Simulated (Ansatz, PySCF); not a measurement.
In(H)(Me)(vinyl) (C3H7In), SMILES C=[CH][InH][CH3].

The structure is a stationary point at r2SCAN-D4/def2-SVP. The structure was generated by enumeration; whether it is a known compound was not checked. The def2 effective core potentials stand for the cores of In; spin–orbit coupling is left out. Other conformers were not sampled.

Vertical ionisation energy (IE) and electron affinity (EA) in eV. Rows of orbital energies are one-electron estimates. Where ΔSCF, EOM or ADC give a negative EA the extra electron is unbound and the value depends on the basis.

```csv
level,IE,EA
"−ε(HOMO), −ε(LUMO), CAM-B3LYP/def2-TZVP (PySCF)",8.60,0.65
"−ε(HOMO), −ε(LUMO), PBE/def2-TZVP (PySCF)",6.12,2.25
"ΔSCF, CAM-B3LYP/def2-SVPD (Ansatz), final states of multiplicity 2 and 2",9.38,-0.07
"ΔSCF, PBE/def2-SVPD (Ansatz), final states of multiplicity 2 and 2",8.97,0.04
```

Problem. What vertical singlet–triplet gap does ΔSCF give with CAM-B3LYP/def2-SVPD (Ansatz, a quantum-chemistry and plane-wave program) and with PBE/def2-SVPD (Ansatz)? (An estimate is asked for; the answer gives what the named calculation found.)

Solution. 4.01 and 3.79 eV (triplet above singlet where positive).
